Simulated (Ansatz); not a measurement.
Basis-set extrapolation for CH₇BFNOSi, SMILES `NC(F)([SiH3])BO` (PBE0-D4/def2-TZVP geometry, frozen core, Ansatz). Multiplicity 1, RHF reference.

```
                      def2-TZVPP   def2-QZVPP
                 HF  -584.481277  -584.503743
    MP2 correlation    -1.095605    -1.181542
CCSD(T) correlation    -1.181416      not run
```

Energies in hartree. Use E(X) = E(∞) + A·exp(−7.88·√X) for Hartree–Fock and E(X) = E(∞) + B·X^(−2.97) for correlation, with X = 3 and 4, and add CCSD(T) minus MP2 of the smaller set to the MP2 limit.

**Question.** What is the CCSD(T) energy at the basis-set limit?

**Answer.** HF limit: -584.503743 + (-0.022466) × 0.13774 = -584.50684. MP2 limit: -1.181542 + (-0.085937) × 0.74074 = -1.24520. Higher-order term: -1.181416 − (-1.095605) = -0.08581. Total: -585.83785 hartree, 459.9 kJ/mol below CCSD(T)/def2-TZVPP.
